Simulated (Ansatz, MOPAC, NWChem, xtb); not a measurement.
A ladder of methods for InH2OF (SMILES [OH][InH][F])

The runs start from one conformer, not always the lowest.

InH2OF, singlet, SMILES `[OH][InH][F]`. Each level relaxes the structure for itself.

Each level gives the zero-point energy at each level's own minimum (kJ/mol). The values are calculated.

| level | kind | program | value (kJ/mol) |
| --- | --- | --- | --- |
| PM3 | semi-empirical | MOPAC | 57.3 |
| PM6-DH+ | semi-empirical | MOPAC | 51.0 |
| PM6-DH2X | semi-empirical | MOPAC | 51.0 |
| GFN2-xTB | semi-empirical | xtb | 46.4 |
| HF/STO-3G | Hartree–Fock | Ansatz | 60.7 |
| HF/3-21G | Hartree–Fock | Ansatz | 55.8 |
| SVWN5/def2-TZVP (core potential) | LDA | Ansatz | 53.0 |
| BP86/def2-SVP (core potential) | GGA | NWChem | 52.0 |
| PBE/def2-SVP (core potential) | GGA | Ansatz | 52.0 |
| PBE-D3(BJ)/def2-TZVP (core potential) | GGA | Ansatz | 52.1 |

All-electron rows without a relativistic Hamiltonian named are non-relativistic, while core potentials hold scalar relativity, so basis and relativity change together. Harmonic and unscaled. The values span 46.4 to 60.7 kJ/mol.
